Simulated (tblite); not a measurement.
Compound: C6H8Ge.
SMILES with atom numbers: `[CH:1]#[C:2][C@H:3]1[CH:4]=[CH:5][CH2:6][GeH2:7]1` (hydrogens: H8 on C1; H9 on C3; H10 on C4; H11 on C5; H12, H13 on C6; H14, H15 on Ge7)

Computed with GFN2-xTB (tblite), gas phase: L-BFGS steps from a force-field or distance-geometry start until the largest atomic force falls under 0.01 eV/Å.

Step 16: E = -509.6213 eV
```
atom  x, y, z in Å  |  force x, y, z in eV/Å
C1      3.1524   -0.2244    0.0537    0.009  -0.002   0.000
C2      2.0585   -0.1747   -0.4321    0.002   0.017  -0.006
C3      0.7035   -0.0880   -0.9176    0.009  -0.023   0.034
C4     -0.1305   -1.2580   -0.4631    0.016  -0.041   0.030
C5     -1.3686   -1.0628   -0.0401   -0.018  -0.002   0.020
C6     -1.9489    0.3201   -0.0367   -0.024  -0.011  -0.004
Ge7    -0.3192    1.4528   -0.1362    0.000  -0.027  -0.006
H8      4.1185   -0.2650    0.4614   -0.004  -0.027  -0.039
H9      0.7034   -0.0550   -2.0144    0.066   0.056   0.034
H10     0.3198   -2.2389   -0.4909    0.026  -0.025  -0.015
H11    -1.9900   -1.8812    0.2966   -0.012   0.006  -0.038
H12    -2.5733    0.4512   -0.9237   -0.024   0.056  -0.001
H13    -2.5867    0.4839    0.8306    0.014   0.009   0.029
H14    -0.3786    2.7336   -0.9285   -0.047  -0.005  -0.082
H15     0.2355    1.8143    1.2135   -0.013   0.020   0.045
```

Step 17: E = -509.6222 eV
```
atom  x, y, z in Å  |  force x, y, z in eV/Å
C1      3.1530   -0.2254    0.0528    0.047  -0.003   0.018
C2      2.0583   -0.1738   -0.4306   -0.010   0.011   0.002
C3      0.7028   -0.0875   -0.9146    0.048  -0.045   0.025
C4     -0.1308   -1.2585   -0.4628    0.036  -0.051   0.025
C5     -1.3691   -1.0629   -0.0418   -0.037  -0.017   0.038
C6     -1.9489    0.3198   -0.0366   -0.021  -0.012  -0.004
Ge7    -0.3196    1.4513   -0.1364   -0.001   0.057   0.008
H8      4.1203   -0.2669    0.4589   -0.022  -0.026  -0.047
H9      0.7069   -0.0553   -2.0106    0.050   0.060   0.003
H10     0.3188   -2.2401   -0.4917    0.023  -0.010  -0.014
H11    -1.9907   -1.8815    0.2934   -0.019   0.002  -0.037
H12    -2.5744    0.4508   -0.9222   -0.031   0.062  -0.015
H13    -2.5850    0.4837    0.8312    0.002   0.007   0.043
H14    -0.3808    2.7344   -0.9303   -0.043  -0.041  -0.066
H15     0.2345    1.8199    1.2139   -0.023   0.007   0.022
```

Step 18: E = -509.6236 eV
```
atom  x, y, z in Å  |  force x, y, z in eV/Å
C1      3.1544   -0.2270    0.0514    0.076  -0.004   0.031
C2      2.0583   -0.1720   -0.4276   -0.012  -0.005   0.019
C3      0.7026   -0.0877   -0.9098    0.077  -0.052   0.010
C4     -0.1309   -1.2599   -0.4616    0.047  -0.047   0.012
C5     -1.3699   -1.0633   -0.0438   -0.043  -0.031   0.042
C6     -1.9494    0.3191   -0.0367   -0.009  -0.005   0.001
Ge7    -0.3202    1.4500   -0.1363   -0.006   0.140   0.025
H8      4.1230   -0.2702    0.4541   -0.021  -0.022  -0.046
H9      0.7131   -0.0545   -2.0049    0.024   0.059  -0.029
H10     0.3179   -2.2422   -0.4933    0.018   0.006  -0.009
H11    -1.9921   -1.8820    0.2881   -0.032  -0.010  -0.031
H12    -2.5767    0.4516   -0.9205   -0.033   0.061  -0.017
H13    -2.5821    0.4835    0.8330   -0.012   0.003   0.049
H14    -0.3850    2.7345   -0.9345   -0.036  -0.082  -0.045
H15     0.2325    1.8282    1.2151   -0.037  -0.009  -0.012
```

Q: Estimate the geometry and energy of step 19. (The exact step hangs on the optimiser's Hessian estimate; all steps are aligned on step 18, rigid shifts and turns removed.)

A: E = -509.6256 eV, largest force 0.187 eV/Å
```
atom  x, y, z in Å  |  force x, y, z in eV/Å
C1      3.1572   -0.2295    0.0496    0.083  -0.006   0.035
C2      2.0584   -0.1694   -0.4218    0.003  -0.032   0.040
C3      0.7034   -0.0887   -0.9027    0.081  -0.034  -0.009
C4     -0.1308   -1.2624   -0.4596    0.042  -0.021  -0.005
C5     -1.3712   -1.0642   -0.0465   -0.033  -0.037   0.029
C6     -1.9504    0.3182   -0.0370    0.009   0.010   0.013
Ge7    -0.3212    1.4502   -0.1356   -0.014   0.183   0.036
H8      4.1274   -0.2758    0.4460    0.005  -0.017  -0.032
H9      0.7227   -0.0523   -1.9970   -0.011   0.050  -0.052
H10     0.3167   -2.2455   -0.4958    0.013   0.021   0.000
H11    -1.9951   -1.8834    0.2794   -0.049  -0.025  -0.020
H12    -2.5809    0.4537   -0.9185   -0.025   0.053  -0.001
H13    -2.5774    0.4830    0.8368   -0.027  -0.006   0.041
H14    -0.3922    2.7329   -0.9417   -0.026  -0.114  -0.025
H15     0.2289    1.8411    1.2169   -0.052  -0.026  -0.050
```

The energy changes by -0.0019 eV. The first-order estimate −F·Δx gives -0.0026 eV and the mean of the old and new forces, exact on a quadratic surface, -0.0019 eV. The step makes an angle of 71° with the force vector and moves no atom by more than 0.014 Å.

What follows is the cost of the whole relaxation. Hardware: one thread, Arm Neoverse V1 (aarch64), shared host with 32 logical CPUs at a one-minute load of 4.9. Cost: 0.62 s wall.
